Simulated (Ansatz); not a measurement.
`ClBCCl` + H₂Se → `ClB[SeH]` + `CCl` at 400 K and 1 bar (ligand exchange at a B–C bond).

Gas-phase electronic energies from Ansatz, PBE0-D4/def2-TZVP geometries. CCSD(T)/CBS adds triple-zeta CCSD(T) − MP2 to the extrapolated MP2 energy (def2 sets, frozen cores). This one scheme is used for every species. For Se outer-core shells are correlated without core-valence functions, which leaves a few kJ/mol of doubt a bond. Scalar relativity is left out up to krypton. One conformer a species, not always the lowest.

```csv
species,CCSD(T)/CBS energy (Eh),H − E (kJ/mol),S (J/(mol·K))
`ClBCCl`,-984.24021,135.2,335.2
H₂Se,-2401.89790,49.4,229.5
`ClB[SeH]`,-2886.53463,78.6,312.0
`CCl`,-499.63220,114.2,247.0
```

H − E and S are ideal-gas, rigid-rotor, harmonic terms from PBE0-D4/def2-TZVP, for one conformer and one mirror image of each species. 1 Eh = 2625.50 kJ/mol, R = 8.31446 J/(mol·K).

Q: By hand: ΔE, ΔH, ΔS and ΔG.

A: ΔE = (-2886.53463) + (-499.63220) − (-984.24021) − (-2401.89790) = -0.02872 Eh = -75.4 kJ/mol. Δ(H − E) = 78.6 + 114.2 − 135.2 − 49.4 = 8.2, so ΔH = -67.2 kJ/mol. ΔS = 312.0 + 247.0 − 335.2 − 229.5 = -5.7 J/(mol·K). ΔG = -67.2 − 400 × (-5.7)/1000 = -64.9 kJ/mol.

Q: By hand: the equilibrium constant, and the temperature at which ΔG would vanish if ΔH and ΔS stayed fixed.

A: log₁₀ K = −ΔG/(RT ln 10) = 8.5. ΔG = 0 at ΔH/ΔS = 11789 K, far beyond where these terms or the molecules hold.

The number of gas molecules stays the same, so ΔS is small and ΔH decides. A doubt of 5 kJ/mol in ΔE shifts log₁₀ K by 0.7 here. Other conformers and mirror images would add mixing entropy, several J/(mol·K) or more a flexible species. These are equilibria of isolated gas molecules and say nothing of rates. Largest T1 diagnostic: 0.012 (customary marks: 0.02 for closed shells, 0.045 for open ones).
